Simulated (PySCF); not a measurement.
Fill in the blanks.

Compound: CH₈ClO₂Si₃ (doublet state).
SMILES: `[SiH3]O[Si@@H](C)O[SiH]Cl`

Conformer (atom-mapped SMILES and torsion angles): `[CH3:1][Si@H:2]([O:3][SiH3:4])[O:5][SiH:6][Cl:7]`: C1–Si2–O3–Si4 -129°, C1–Si2–O5–Si6 79°, Si2–O5–Si6–Cl7 -33°.

```tsv
property	level	value
point group of the GFN2-xTB geometry	GFN2-xTB	?
rotational constants A, B, C of the GFN2-xTB geometry	GFN2-xTB	1.407, 0.852, 0.683 GHz
isotropic g value	unrestricted B3LYP/pcH-1, mean-field spin–orbit	?
spin squared ⟨S²⟩	unrestricted B3LYP/pcH-1	?
largest isotropic hyperfine couplings (means over sets of like nuclei)	unrestricted B3LYP/pcH-1, mean-field spin–orbit	?
```

Electronic properties: PySCF, gas phase, density fitting. GFN2-xTB frequencies show an imaginary mode (21i cm⁻¹), so this geometry is no minimum at that level. Hyperfine couplings depend on the geometry, which wasn't re-optimised at a DFT level. Couplings of like nuclei are plain means over topologically equivalent atoms, as if these changed places fast (by rotation of a methyl-like group, say); in this geometry the members of some sets differ.

(1) The point group of the GFN2-xTB geometry?

(2) What is the spin squared ⟨S²⟩?

(3) What is the isotropic g value?

(4) The largest isotropic hyperfine couplings (means over sets of like nuclei)?

Answers

(1) C1.

(2) 0.751.

(3) 2.00325.

(4) 29Si -799.3, 1H +198.0, 17O -30.7, 35Cl +28.7, 13C +3.0 MHz.

At 9.50 GHz, hν = g·μB·B₀ (B₀ the magnetic field) puts the centre of the isotropic spectrum, to first order, at 338.8 mT. ⟨S²⟩ is 0.001 above the pure-spin value S(S + 1) = 0.75. g_iso is shifted by about +930 ppm from the free-electron value 2.002319. With B = h/(8π²I), that is 505.379 GHz u Å² over I, the principal moments of inertia are 359.3, 593.1 and 739.6 u Å² (most abundant isotopes); the inertial defect Ic − Ia − Ib is -212.8 u Å² (zero for a rigid planar frame, negative otherwise). The rotational constants make it an asymmetric top with κ = (2B − A − C)/(A − C) = -0.53, nearer the prolate limit (−1).

One conformer stands for the species.
